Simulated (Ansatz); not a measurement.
Geometry optimisation, Ansatz, RKS PBE-D4/def2-SVP.

Input file:

```yaml
crystal:
  periodic: [false, false, false]
  atoms:
    - { symbol: B, position_ang: [0.012036, 0.175028, 0.05823] }
    - { symbol: H, position_ang: [-0.0773, 0.494216, 1.210727] }
    - { symbol: F, position_ang: [1.193446, 0.117857, -0.548494] }
    - { symbol: F, position_ang: [-1.075495, -0.018338, -0.681452] }
    - { symbol: P, position_ang: [0.16036, -2.735962, 1.163558] }
    - { symbol: H, position_ang: [-0.658789, -2.64079, -0.015943] }
    - { symbol: H, position_ang: [1.370028, -2.458941, 0.435594] }
    - { symbol: H, position_ang: [-0.027287, -1.35547, 1.490081] }
basis:
  gaussian: { orbitals: def2-SVP }
hamiltonian:
  xc: pbe
  dispersion: d4
relax:
  f_tol: 0.03
  max_steps: 50
```

Run as:

```bash
$ ansatz run input.yaml --threads 1 --pin off --max-ram 2048MiB --backend cpu --events-out ev --progress --plain --runs-dir out
```

Q: Where does it end, and by what steps?

A: The run converged. The force dipped under the threshold on the way, but the program's further checks kept it going. After 14 steps the energy has fallen by 0.129 eV; H8 moved furthest, 0.81 Å.

```csv
step,energy less start (eV),largest force component (eV/Å),accepted
0,0.0000,0.514,yes
1,-0.0834,0.218,yes
2,-0.1019,0.473,yes
3,-0.1030,0.395,yes
4,-0.1161,0.212,yes
5,-0.1190,0.116,yes
6,-0.1225,0.043,yes
7,-0.1264,0.013,yes
8,-0.1206,0.416,no
9,-0.1275,0.114,yes
10,-0.1031,0.667,no
11,-0.1284,0.032,yes
12,-0.1284,0.093,yes
13,-0.1287,0.003,yes
14,-0.1287,0.017,yes
```

```xyz
8
Properties=species:S:1:pos:R:3
B 0.028 0.380 -0.088
H -0.137 0.789 1.039
F 1.245 0.282 -0.608
F -1.003 0.057 -0.858
P 0.235 -3.055 1.068
H -0.758 -2.562 0.148
H 1.293 -2.332 0.411
H -0.005 -1.981 2.000
```

Whether the end is a true minimum wasn't checked by a vibrational analysis.

Time of the run: 32 s on 1 thread of Arm Neoverse V2, on a shared host, peak memory 0.14 GiB.
